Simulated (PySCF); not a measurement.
**Working with the constants of ScS**

UHF constants of ScS, ²Σ⁺ (doublet), unpaired electrons σ ↑ (PySCF, no relativity, basis sets Sc def2-TZVPP, S def2-TZVPP; masses 44.9559 and 31.9721 u):

```
ωe   : 610.7 cm⁻¹
ωexe : 1.31 cm⁻¹
Be   : 0.19564 cm⁻¹
αe   : 0.000592 cm⁻¹
```

(1) What force constant and bond length do these constants imply?

(2) Estimate the centrifugal constant D from the Kratzer relation and find the Dunham coefficient a1.

Hartree–Fock leaves out correlation, which carries a large part of most bond energies and some tenths to 1 eV of ionisation energies. With d or f electrons several states lie close, and the lowest PBE0 determinant need not be the measured ground state.

Answers

(1) Reduced mass μred = 18.684 u; k = 5.8918×10⁻⁷·μred·ωe² (u, cm⁻¹, mdyn/Å) = 4.11 mdyn/Å; Re = √(16.8576/(μred·Be)) (u, cm⁻¹, Å) = 2.147 Å.

(2) D = 4Be³/ωe² = 8.03e-08 cm⁻¹; a1 = −1 − αeωe/(6Be²) = -2.57.
